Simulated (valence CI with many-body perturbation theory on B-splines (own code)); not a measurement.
**Cr¹⁹⁺: electric-dipole lines**

Method: configuration interaction combined with many-body perturbation theory (CI+MBPT): three valence electrons over a frozen Dirac-Fock core [He], radial functions for each j: 11 s, 11 p, 10 d, 8 f, 5 g, 2 h, with the one-electron correlation potential Σ1, the two-electron term Σ2, the three-electron term Σ3, Breit, model QED; selected CI, second order for the rest, scaled by the run's own slope (own B-spline code, finite nucleus).

No measured levels were compared; by estimate levels of excited configurations hold to 0.05 to 0.15 % of their energy, terms of the ground configuration to about 0.5 %.

Lines 51 to 100 of 578 in falling wavelength, among levels below 1240.7 eV, chosen from the strongest by gf and those to the six lowest levels. Wavelengths and rates use the calculated energies, so an error of 600 cm⁻¹ moves a line at 130.9 nm by 0.79 % and its rate by three times that or more. Electric multipoles are in the length gauge with retardation, E1 and E2 with the static RPA response of the core. Weak lines are less certain than strong ones. Lines between different terms over intervals too small for the method are left out, as are lines whose strength nearly cancels. The highest levels of a list are the least certain.

Names give the largest LS component (configuration and term), which can be under half, so a name can repeat, a term be missing and a line seem to break the LS rules; names also repeat where a configuration has a term twice. Letters in brackets count levels of one name in rising energy.

```csv
λ vac (nm),Upper,Lower,A (s⁻¹),log gf,Branch %
130.9,2s2 4p 2P°_3/2,2s2 4s 2S_1/2,3.59e+08,-0.43,0.1
130.7,2s 2p 4p 2P_3/2 [b],2s 2p 4s 2P°_1/2 [b],1.75e+08,-0.75,0.0
125.6,2s 2p 4p 4S_3/2,2s 2p 4s 4P°_5/2,1.80e+08,-0.77,0.0
121.8,2s 2p 4p 2S_1/2 [b],2s 2p 4s 2P°_1/2 [b],2.86e+08,-0.90,0.0
120.4,2s 2p 4p 2S_1/2 [a],2s 2p 4s 2P°_3/2 [a],4.68e+08,-0.69,0.0
81.09,2p2 3d 4F_9/2,2p2 3p 4D°_7/2,3.97e+08,-0.41,2.5
79.08,2s 2p 3d 4D°_7/2,2s 2p 3p 4P_5/2,2.13e+08,-0.80,0.0
78.13,2p2 3p 2F°_5/2,2p2 3s 2D_3/2,4.29e+08,-0.63,0.0
77.72,2p2 3d 2G_9/2,2p2 3p 2F°_7/2,4.95e+08,-0.35,5.1
77.61,2p2 3d 4F_7/2,2p2 3p 4D°_5/2,4.35e+08,-0.50,0.2
77.59,2s 2p 3d 4F°_9/2,2s 2p 3p 4D_7/2,3.95e+08,-0.45,98.2
77.56,2p2 3d 2G_7/2,2p2 3p 2F°_5/2,4.49e+08,-0.49,0.0
74.53,2p2 3d 4F_5/2,2p2 3p 4D°_3/2,4.59e+08,-0.64,0.0
74.51,2p2 3d 2D_5/2 [d],2p2 3p 2P°_3/2 [d],5.37e+08,-0.57,0.0
74.45,2s 2p 3d 4F°_7/2,2s 2p 3p 4D_5/2,4.23e+08,-0.55,0.0
73.75,2p2 3d 2F_5/2 [b],2p2 3p 2D°_3/2 [a],4.07e+08,-0.70,0.0
72.50,2p2 3d 2F_7/2 [a],2p2 3p 2D°_5/2 [a],4.71e+08,-0.53,0.0
72.29,2s 2p 3d 2F°_7/2 [b],2s 2p 3p 2D_5/2 [b],4.15e+08,-0.59,0.0
71.97,2p2 3p 4P°_5/2,2p2 3s 4P_5/2,4.18e+08,-0.71,0.0
71.29,2p2 3d 4D_7/2,2p2 3p 4P°_5/2,4.28e+08,-0.58,1.9
70.67,2p2 3d 2F_5/2 [a],2p2 3p 4P°_3/2,4.14e+08,-0.73,0.0
70.07,2p2 3d 2F_7/2 [b],2p2 3p 2D°_5/2 [b],4.84e+08,-0.55,0.0
68.78,2p2 3p 2D°_5/2 [a],2p2 3s 2P_3/2,4.18e+08,-0.75,0.0
67.53,2s 2p 3d 4F°_5/2,2s 2p 3p 4D_3/2,4.18e+08,-0.77,0.0
65.88,2p2 3p 4D°_3/2,2p2 3s 4P_1/2,6.02e+08,-0.80,0.0
65.36,2p2 3p 4D°_7/2,2p2 3s 4P_5/2,9.24e+08,-0.32,0.0
65.26,2s 2p 3d 2F°_5/2 [b],2s 2p 3p 2D_3/2,3.93e+08,-0.82,0.0
65.26,2p2 3d 2D_3/2 [c],2p2 3p 2P°_1/2 [c],6.67e+08,-0.77,0.0
65.11,2s 2p 3d 2D°_5/2 [b],2s 2p 3p 2P_3/2 [b],4.10e+08,-0.81,0.0
65.10,2p2 3p 4D°_5/2,2p2 3s 4P_3/2,8.30e+08,-0.50,0.0
64.90,2p2 3p 2F°_7/2,2p2 3s 2D_5/2,1.00e+09,-0.30,0.0
64.23,2s 2p 3d 4P°_5/2 [a],2s 2p 3p 2P_3/2 [a],4.42e+08,-0.78,0.0
63.96,2s2 3d 2D_5/2,2s2 3p 2P°_3/2,6.27e+08,-0.64,0.0
63.36,2s 2p 3d 2D°_5/2 [a],2s 2p 3p 4S_3/2 [a],4.16e+08,-0.82,0.0
59.27,2s 2p 3p 2D_5/2 [a],2s 2p 3s 2P°_3/2 [a],8.53e+08,-0.57,0.0
58.38,2s 2p 3p 4D_7/2,2s 2p 3s 4P°_5/2,1.12e+09,-0.34,32.5
57.90,2s2 3d 2D_3/2,2s2 3p 2P°_1/2,6.91e+08,-0.86,0.0
57.33,2s 2p 3p 2D_5/2 [b],2s 2p 3s 2P°_3/2 [b],7.83e+08,-0.64,0.1
57.29,2p2 3d 2D_5/2 [a],2p2 3p 2P°_3/2 [b],5.31e+08,-0.80,0.0
56.50,2s 2p 3p 4D_5/2,2s 2p 3s 4P°_3/2,1.11e+09,-0.50,4.4
56.41,2p2 3p 2D°_3/2 [b],2p2 3s 2D_5/2,7.51e+08,-0.84,0.0
56.10,2p2 3p 2P°_3/2 [d],2p2 3s 2S_1/2,9.51e+08,-0.75,0.0
55.29,2s 2p 3d 2F°_7/2 [a],2s 2p 3p 2D_5/2 [a],9.77e+08,-0.45,0.0
55.11,2p2 3d 4P_5/2,2p2 3p 4P°_5/2,5.06e+08,-0.86,0.0
53.81,2s2 3p 2P°_3/2,2s2 3s 2S_1/2,1.28e+09,-0.65,0.8
53.48,2p2 3p 2D°_5/2 [b],2p2 3s 2D_5/2,1.16e+09,-0.52,0.0
53.26,2s 2p 3d 2F°_5/2 [a],2s 2p 3p 4P_3/2,4.94e+08,-0.90,0.0
51.80,2s 2p 3p 2P_3/2 [a],2s 2p 3s 4P°_1/2,8.97e+08,-0.84,0.0
50.25,2s 2p 3p 4S_3/2 [b],2s 2p 3s 4P°_5/2,1.04e+09,-0.80,0.0
49.66,2s 2p 3p 4P_5/2,2s 2p 3s 4P°_5/2,1.41e+09,-0.51,0.1
```
